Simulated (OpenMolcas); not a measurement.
Mn2+, Tc2+, Re2+: d⁵ down the group

```
Program             : OpenMolcas
Method              : MS-CASPT2, IPEA 0.25 Eh, imaginary shift 0.1 Eh
Basis               : ANO-R3
Scalar Hamiltonian  : X2C, finite nucleus
Spin-orbit coupling : state interaction with AMFI integrals over the reference wave functions, term energies averaged over their components
```

Active space for each ion: 5 electrons in 6 orbitals (d s); closed shells correlated by CASPT2: Mn2+ 3s 3p; Tc2+ 4s 4p; Re2+ 5s 5p.

Computed levels in cm-1 above ⁶S_5/2:

| Level | Mn2+ | Tc2+ | Re2+ |
| --- | --- | --- | --- |
| ⁴G_7/2 | 26660 | 19970 | 17550 |
| ⁴G_11/2 | 26660 | 20040 | 18710 |
| ⁴G_9/2 | 26670 | 20080 | 19130 |
| ⁴D_1/2 | 31890 | 24170 | 23060 |
| ²I_11/2 | 39230 | 29640 | 27720 |
| ²I_13/2 | 39280 | 30020 | 30260 |
| ⁴F_5/2 | 43390 | 33110 | 31690 |
| ²H_11/2 | 46820 | 37020 | 39640 |
| ²S_1/2 | 54920 | 41110 | 38990 |
| weight of ⁶S in the lowest level (%) | 100 | 99 | 88 |

Mixed levels, with the weight of the term that names them: Mn2+ ⁴F_5/2 (63 %), Tc2+ ⁴D_1/2 (75 %), Re2+ ⁴G_7/2 (64 %), Re2+ ⁴D_1/2 (59 %), Re2+ ²I_11/2 (75 %), Re2+ ⁴F_5/2 (63 %), Re2+ ²H_11/2 (60 %), Re2+ ²S_1/2 (50 %).

Measured, with the error of the calculation in %. Measured levels: Mn2+ from Corliss and Sugar, J. Phys. Chem. Ref. Data 6, 1253 (1977); Re2+ from the list in Brasseur, Gamrath and Quinet, At. Data Nucl. Data Tables 157, 101636 (2024).

```tsv
Level	Mn2+	Re2+
⁴G_7/2	26860 (-0.8)	16890 (+3.9)
⁴G_11/2		18020 (+3.8)
⁴G_9/2		18346 (+4.3)
⁴D_1/2	32369 (-1.5)	
²I_11/2	39174 (+0.1)	26170 (+5.9)
²I_13/2	39176 (+0.3)	28588 (+5.8)
⁴F_5/2	43669 (-0.6)	30302 (+4.6)
²H_11/2	46671 (+0.3)
```

Without spin-orbit coupling ⁴G lies 26660, 20010, 18140 cm-1 above ⁶S in that order; the difference to the level ⁴G_7/2, of either sign, comes from spin-orbit coupling, which also lowers the zero.

Term energies are means over components that CASPT2 splits; among the terms shown or strongly mixed into the levels shown the widest spread is 450 cm-1 (5d⁴ 6s ⁴H, Re2+). Over all roots computed the reference weight is 0.87 to 0.94 in Mn2+; the roots of lowest weight are the least certain, and an intruder state may touch them. Blocks of more than 70 roots (2S+1 = 2 even) ran without multistate coupling. Terms from blocks run as CI alone lack orbitals of their own. Some high roots are left out of the spin-orbit mixing, which shifts the levels that they would mix with (holds for Tc2+; Re2+). Configurations are named by rounded mean occupations; where the s occupation lies near a half they are strongly mixed, a name can repeat and a true partner stay unpaired (holds for Tc2+; Re2+). The CASPT2 spread within a term exceeds the gap to the next term for 5d⁵ ²F(1) and 5d⁵ ⁴F, so the order of their levels is uncertain, and so are names and mixing where such terms share a J (holds for Re2+). Computed and measured levels are paired by configuration, term and J; levels that our copy of the source lacks, or whose pairing is in doubt (as where it misses far off the trend of its configuration), stay unpaired and out of the deviations. Levels of configurations outside the active space are missing.

A number in round brackets counts repeated terms of one configuration in the order of the reference energies.
